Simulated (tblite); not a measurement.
Compound: C₃H₅GeN₂OP.
Numbering: `[O:1]=[CH:2][c:3]1[p:4][cH:5][n:6][n:7]1[GeH3:8]` (hydrogens: H9 on C2; H10 on C5; H11, H12, H13 on Ge8)

Cartesian coordinates in Å at the GFN2-xTB level; atoms count from 1:
```xyz
13
C3H5GeN2OP angstrom
O     -1.8439    1.2840    0.4237
C     -0.7316    1.7761    0.3472
C      0.4260    0.9811    0.0871
P      2.1087    1.4122   -0.0633
C      2.3744   -0.3009   -0.3334
N      1.2997   -1.0524   -0.3054
N      0.2198   -0.3519   -0.0742
Ge    -1.4230   -1.2635   -0.0122
H     -0.5727    2.8575    0.4752
H      3.3268   -0.7680   -0.5162
H     -2.2840   -0.7742   -1.1234
H     -0.9067   -2.6483   -0.2789
H     -1.9979   -1.1512    1.3559
```

Calculated harmonic vibrations of the isolated species, GFN2-xTB (tblite), most abundant isotopes, no scaling. Errors from tens to a few hundred cm⁻¹ against measured bands are possible. Modes of hydrogen on germanium can be 10 to 20 % off. One conformer, not necessarily the lowest.

Harmonic wavenumbers (cm⁻¹): 93.3, 138.9, 165.7, 243.8, 250.9, 270.5, 313.2, 451.4, 464.8, 553.4, 590.3, 611.8, 617.9, 734.4, 791.4, 793.2, 800.2, 849.3, 866.4, 903.2, 925.5, 1137.7, 1204.9, 1301.2, 1317.9, 1364.2, 1396.1, 1657.0, 1989.5, 2065.4, 2106.7, 2841.6, 3113.3.

A = 2353, B = 920.4, C = 667.2 MHz; mass 189.935 u (most abundant isotopes); point group Cs, symmetry number 1.

Task: Zero-point energy?

Result: Half the sum of the wavenumbers: 16462 cm⁻¹ = 47.07 kcal/mol.

Task: Give the ideal-gas entropy at 350 K and 1 bar in the rigid-rotor, harmonic-oscillator model (classical rotation).

Result: Translation 42.45, rotation 30.27, vibration 24.81: S = 97.5 cal/(mol K).

Task: And Cp and H(350 K) − H(0)?

Result: Cp = 37.32 cal/(mol K), of which vibrations give 29.37 (their classical limit is 33 R = 65.6); H(350 K) − H(0) = 7.77 kcal/mol without the zero-point energy, 4.99 from vibrations.

Task: Which modes carry the vibrational entropy at 350 K?

Result: 93.3 cm⁻¹: 3.90; 138.9 cm⁻¹: 3.13; 165.7 cm⁻¹: 2.79; 243.8 cm⁻¹: 2.06; 250.9 cm⁻¹: 2.01; 270.5 cm⁻¹: 1.88 cal/(mol K); the other 27 give 9.04 together.

Task: What must be added to the electronic energy to get the Gibbs energy at 350 K and 1 bar?

Result: ZPE + [H(350 K) − H(0)] − T·S = 47.07 + 7.77 − 34.13 = 20.71 kcal/mol.

Task: Blend soft modes into free rotors: weight 1/[1 + (100 cm⁻¹/ν̃)⁴] for the oscillator and the rest for a rotor with moment μB/(μ + B), μ = h/(8π²ν), B = 10⁻⁴⁴ kg m². What vibrational entropy results?

Result: 24.23 cal/(mol K) in place of 24.81, which changes −T·S at 350 K by +0.20 kcal/mol.

Task: How do the functions run with temperature in this model?

Result: 
```json
{"T (K)": "50", "S (cal/(mol K))": "58.1", "Cp (cal/(mol K))": "10.3", "H − H(0) (kcal/mol)": "0.43", "G − H(0) (kcal/mol)": "-2.48", "ln q(vib)": "0.10"}
{"T (K)": "100", "S (cal/(mol K))": "66.8", "Cp (cal/(mol K))": "15.4", "H − H(0) (kcal/mol)": "1.07", "G − H(0) (kcal/mol)": "-5.61", "ln q(vib)": "0.64"}
{"T (K)": "298.15", "S (cal/(mol K))": "91.9", "Cp (cal/(mol K))": "33.3", "H − H(0) (kcal/mol)": "5.94", "G − H(0) (kcal/mol)": "-21.45", "ln q(vib)": "4.25"}
{"T (K)": "373.15", "S (cal/(mol K))": "100.0", "Cp (cal/(mol K))": "39.0", "H − H(0) (kcal/mol)": "8.66", "G − H(0) (kcal/mol)": "-28.65", "ln q(vib)": "5.78"}
{"T (K)": "500", "S (cal/(mol K))": "112.5", "Cp (cal/(mol K))": "46.4", "H − H(0) (kcal/mol)": "14.10", "G − H(0) (kcal/mol)": "-42.14", "ln q(vib)": "8.39"}
{"T (K)": "750", "S (cal/(mol K))": "133.3", "Cp (cal/(mol K))": "56.0", "H − H(0) (kcal/mol)": "27.01", "G − H(0) (kcal/mol)": "-72.95", "ln q(vib)": "13.30"}
{"T (K)": "1000", "S (cal/(mol K))": "150.2", "Cp (cal/(mol K))": "61.5", "H − H(0) (kcal/mol)": "41.76", "G − H(0) (kcal/mol)": "-108.46", "ln q(vib)": "17.78"}
```

q(vib) and H(0) count from the zero-point level.

Hindered rotation and anharmonicity are outside this model. Other conformers, if any are populated, would add a mixing term that is left out.

On one thread, Intel Xeon Platinum 8259CL at 2.50 GHz (x86_64), no GPU (shared host), this took 1.3 s wall. The figure is for the frequency step alone.
